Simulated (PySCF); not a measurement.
## Telling isomers of C5H9NOSi apart by NMR

Computed data (PySCF 2.14): GIAO PBE0/pcSseg-1 shieldings, GFN2-xTB geometry. No solvent model, rapidly exchanging positions averaged, one conformer, non-relativistic Hamiltonian.

References, each an isolated molecule treated in the same way: TMS for ¹H (σref 31.72) and ¹³C (σref 186.93). Where no couplings were computed, multiplicities follow the n + 1 count of equivalent neighbours, and m marks all less simple cases (inequivalent or close neighbours, rings, F or P nearby). Acid and N–H amide carbonyl carbons lie up to 10 ppm further downfield in solution (hydrogen bonding). Shifts are as computed. Against solution values, carbons near 30 ppm lie about +3 ppm off and those near 130 ppm about +5 ppm. Of 1211 compounds with measured shifts, 218 miss one by over three times the rms of a fit or turn the order of signals round; such compounds aren't used in these exercises. OH and NH positions are gas-phase values without hydrogen bonding to other molecules.

(1) Tabulate the signals of `CO[C@@H]1C[C@@]1([SiH3])C#N`, `C=C1[SiH2][C@@H]1NC(C)=O`, `C=C[Si@H](N=C)C(C)=O` and their relative energies.

(2) What is the quickest way to tell CO[C@@H]1C[C@@]1([SiH3])C#N from C=C[Si@H](N=C)C(C)=O?

(3) What is the quickest way to tell CO[C@@H]1C[C@@]1([SiH3])C#N from C=C1[SiH2][C@@H]1NC(C)=O?

(4) What is the quickest way to tell C=C1[SiH2][C@@H]1NC(C)=O from C=C[Si@H](N=C)C(C)=O?

Answers

(1) 
```json
{"SMILES": "CO[C@@H]1C[C@@]1([SiH3])C#N", "carbon types": "2×C 1×CH 1×CH2 1×CH3", "δC": "126.6, 69.3, 61.2, 21.3, -2.0", "δH": "4.12 (s, 3H), 3.57 (s, 3H), 3.49 (m, 1H), 1.33 (m, 1H), 0.99 (m, 1H)", "E rel. (kcal/mol)": "13.5"}
{"SMILES": "C=C1[SiH2][C@@H]1NC(C)=O", "carbon types": "2×C 1×CH 1×CH2 1×CH3", "δC": "168.3, 147.8, 134.9, 32.4, 24.4", "δH": "6.89 (br s, 1H), 6.67 (br s, 1H), 4.57 (m, 1H), 3.86 (br, 1H), 3.56 (m, 1H), 3.26 (m, 1H), 1.88 (s, 3H)", "E rel. (kcal/mol)": "9.9"}
{"SMILES": "C=C[Si@H](N=C)C(C)=O", "carbon types": "1×C 1×CH 2×CH2 1×CH3", "δC": "245.4, 174.2, 143.1, 143.1, 38.4", "δH": "8.83 (m, 1H), 8.82 (m, 1H), 6.54 (m, 1H), 6.46 (m, 1H), 6.04 (m, 1H), 4.93 (d, 1H), 2.58 (s, 3H)", "E rel. (kcal/mol)": "0.0"}
```

Energies are electronic energies at PBE0/pcSseg-1 on these geometries, without zero-point or thermal terms, each for the one conformer computed, which needn't be the lowest.

(2) Both give the same number of carbon signals, but DEPT or the intensities differ. The first has a nitrile carbon (C) at 126.6 ppm, the second a carbonyl carbon (C) at 245.4 ppm. In the proton spectra the most deshielded non-exchanging signals are 4.12 (s, 3H) and 8.83 (m, 1H).

(3) Both give the same number of carbon signals, with the same numbers of each carbon type, so the positions decide. The first has a three-membered-ring carbon (CH2) at 21.3 ppm, the second a terminal =CH2 carbon at 134.9 ppm. Their most deshielded carbons lie at 126.6 and 168.3 ppm. In the proton spectra the most deshielded non-exchanging signals are 4.12 (s, 3H) and 6.89 (br s, 1H).

(4) Both give the same number of carbon signals, but DEPT or the intensities differ. The first has an amide carbonyl carbon (C) at 168.3 ppm, the second a carbonyl carbon (C) at 245.4 ppm. In the proton spectra the most deshielded non-exchanging signals are 6.89 (br s, 1H) and 8.83 (m, 1H).
